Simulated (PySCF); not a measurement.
C₆H₈OS, SMILES c1c(C)sc(OC)c1, GFN2-xTB optimised geometry.

```
16

C     -2.34    -2.06     0.01
O     -0.95    -2.27     0.00
C     -0.16    -1.18     0.00
C      1.20    -1.18     0.00
C      1.74     0.13     0.00
C      0.81     1.12     0.00
C      1.00     2.59     0.00
S     -0.80     0.45     0.00
H     -2.64    -1.52     0.91
H     -2.66    -1.49    -0.87
H     -2.80    -3.05     0.00
H      1.78    -2.08     0.00
H      2.80     0.33     0.00
H      2.06     2.82    -0.02
H      0.52     3.05    -0.86
H      0.56     3.04     0.90
```

Density from PBE/def2-TZVP run with PySCF at that geometry.

Minimum of the electron density along straight lines between bonded atoms, close to the bond critical point (lines longer than 1.1 times the sum of covalent radii, or with two minima, are not listed):

| bond | length / Å | ρ at the minimum / e bohr⁻³ | ∇²ρ there / e bohr⁻⁵ | position (fraction from the first atom) |
|---|---|---|---|---|
| C1–O2 | 1.407 | 0.259 | -0.50 | 0.35 |
| O2–C3 | 1.348 | 0.300 | -0.57 | 0.65 |
| C3–C4 | 1.359 | 0.330 | -0.94 | 0.53 |
| C4–C5 | 1.416 | 0.297 | -0.81 | 0.50 |
| C5–C6 | 1.355 | 0.333 | -0.95 | 0.49 |
| C6–C7 | 1.487 | 0.258 | -0.65 | 0.51 |
| C3–S8 | 1.743 | 0.205 | -0.38 | 0.49 |
| C6–S8 | 1.744 | 0.204 | -0.37 | 0.47 |
| C1–H9 | 1.095 | 0.280 | -0.96 | 0.65 |
| C1–H10 | 1.095 | 0.280 | -0.96 | 0.65 |
| C1–H11 | 1.088 | 0.285 | -1.00 | 0.65 |
| C4–H12 | 1.073 | 0.285 | -1.00 | 0.64 |
| C5–H13 | 1.076 | 0.285 | -1.00 | 0.64 |
| C7–H14 | 1.087 | 0.277 | -0.93 | 0.64 |
| C7–H15 | 1.090 | 0.276 | -0.92 | 0.64 |
| C7–H16 | 1.090 | 0.276 | -0.92 | 0.64 |
